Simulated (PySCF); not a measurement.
PySCF 2.14 output of an unrestricted r2SCANh calculation on a single atom or ion in x2c-QZVPPall (11s7p5d4f2g, 103 functions), with scalar relativity by spin-free X2C-1e:

```
SCF conv_tol = 1e-09
number electrons alpha = 14  beta = 9
    M. Bursch, H. Neugebauer, S. Ehlert, and S. Grimme.,  J. Chem. Phys. 156, 134105 (2022)
cycle= 1 E= -1157.19107796237  delta_E= -0.00866  |g|= 0.0198  |ddm|= 0.117
cycle= 2 E= -1157.19115823938  delta_E= -8.03e-05  |g|= 0.00479  |ddm|= 0.0199
cycle= 3 E= -1157.19116234438  delta_E= -4.1e-06  |g|= 0.00281  |ddm|= 0.00488
cycle= 4 E= -1157.19116376662  delta_E= -1.42e-06  |g|= 0.000162  |ddm|= 0.00175
cycle= 5 E= -1157.19116377605  delta_E= -9.42e-09  |g|= 1.11e-05  |ddm|= 0.000325
cycle= 6 E= -1157.19116377613  delta_E= -8.89e-11  |g|= 5.69e-07  |ddm|= 3.95e-05
converged SCF energy = -1157.19116377613  <S^2> = 8.7510203  2S+1 = 6.0003401
```

The run itself started from symmetry-adapted Hartree-Fock orbitals and held the occupation by maximum overlap, on a logarithmic radial grid, so the iterations belong to that start.

Which element, charge and spin multiplicity is this?

Mn(2+) (manganese, charge +2), multiplicity 6; the state was [Ar] 3d4 4p1, one real determinant (an excited configuration).

⟨L²⟩ = 8.01 against 12 for a pure F term, so this real determinant mixes terms.
